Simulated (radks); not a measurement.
The mean radii <r> (bohr) of the occupied orbitals of an atom or ion are listed with their occupations. All-electron calculation, scalar-relativistic Kohn-Sham, LDA (Slater exchange, Perdew-Wang correlation), spin-unpolarised, spherical densities, point nucleus. Program: a radial shooting solver on a logarithmic mesh with Libxc functionals.

| orbital | occ. | <r> |
|---|---|---|
| 1s | 1 | 0.05509 |

Name the element and its charge.

Answer. Z = 27, cobalt, charge +26: Co26+ in 1s1. The 1s radius gives Z: for a bare nucleus <r> = (2 gamma + 1)/(2Z) with gamma = sqrt(1 - (Z/c)^2), 0.05483 bohr for Z = 27, and the self-interaction of the functional makes it slightly larger (0.05509 here). The occupations add up to 1, and the charge is Z minus that.
